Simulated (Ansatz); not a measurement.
GaH$_{9}$OSi$_{2}$, SMILES `[SiH3][O+]([SiH3])[GaH3-]`. The species carries charge 0 and has multiplicity 1. Correlated methods include outer-core shells of Ga, which these sets cover unevenly. Scalar relativity is left out up to krypton.

Z-matrix (Å, degrees):
```
Si
O 1 1.676
H 1 1.477 2 107.5
H 1 1.484 2 107.0 3 119.4
H 1 1.479 2 109.3 3 -121.3
Si 2 1.676 1 132.8 3 -146.0
Ga 2 2.205 1 113.2 3 46.3
H 6 1.479 2 109.4 1 -94.6
H 6 1.477 2 107.6 1 143.9
H 6 1.484 2 106.8 1 24.7
H 7 1.578 2 93.6 1 146.4
H 7 1.578 2 93.8 1 27.0
H 7 1.572 2 98.6 1 -93.3
```

(1) Give the diagnostics of a CCSD(T)/def2-TZVPP run (frozen core, the Gaussian-basis code of Ansatz). (Estimate.)

## Answers

(1) Computed: T1 = 0.0125, largest single amplitude 0.012, largest double 0.019, (T) share of the correlation energy 3.2 %, 8 CCSD cycles. The RHF solution is stable towards an unrestricted one. T1 lies under the customary mark of 0.02 for closed shells.
